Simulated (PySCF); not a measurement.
Cl₂HMoNS, multiplicity 1. Atoms are numbered in the order given.

```xyz
6

Mo     0.1923    -0.0356     0.0000
N      1.9011    -0.1777     0.0000
H      2.7770    -0.7036     0.0000
S     -0.6127    -1.9888     0.0000
Cl    -0.4222     1.0372     1.9146
Cl    -0.4222     1.0372    -1.9146
```

The structure is a stationary point at B3LYP-D3(BJ)/def2-SVP. The spin state was assumed, not searched. The structure was generated by enumeration; whether it is a known compound was not checked. The def2 effective core potentials stand for the cores of Mo; spin–orbit coupling is left out.

All values below come from TDDFT-PBE0/def2-SVPD (PySCF 2.14.0).

Vertical excitations. Gas-phase values at a fixed geometry. State labels are in the subgroup Cs.

```csv
state,symmetry,energy (eV),λ (nm),f,main pairs
S1,A',2.99,415,0.005,HOMO→LUMO 94 %
S2,A",2.99,415,0.001,HOMO→LUMO+1 94 %
S3,A",3.39,366,0.009,HOMO−1→LUMO 92 %
S4,A",3.85,322,0.005,HOMO−2→LUMO 93 %
S5,A',3.89,319,0.006,"HOMO−1→LUMO+1 61 %, HOMO→LUMO+2 19 %, HOMO−3→LUMO 18 %"
S6,A",4.19,296,0.001,HOMO→LUMO+3 91 %
S7,A',4.24,292,0.000,"HOMO−2→LUMO+1 64 %, HOMO−3→LUMO 18 %, HOMO→LUMO+2 16 %"
S8,A',4.39,282,0.005,"HOMO−3→LUMO 35 %, HOMO−2→LUMO+1 30 %, HOMO→LUMO+2 23 %, HOMO−2→LUMO+3 5 %"
S9,A",4.43,280,0.000,HOMO−3→LUMO+1 89 %
S10,A',4.65,266,0.001,HOMO−4→LUMO 94 %
T1,A',2.47,501,0,HOMO→LUMO 88 %
T2,A",2.65,468,0,HOMO→LUMO+1 92 %
T3,A',2.79,444,0,HOMO−1→LUMO+1 86 %
T4,A",3.04,408,0,HOMO−1→LUMO 91 %
```
Triplets are in the Tamm–Dancoff approximation, which puts them higher than full response would, so one can lie above its singlet here.
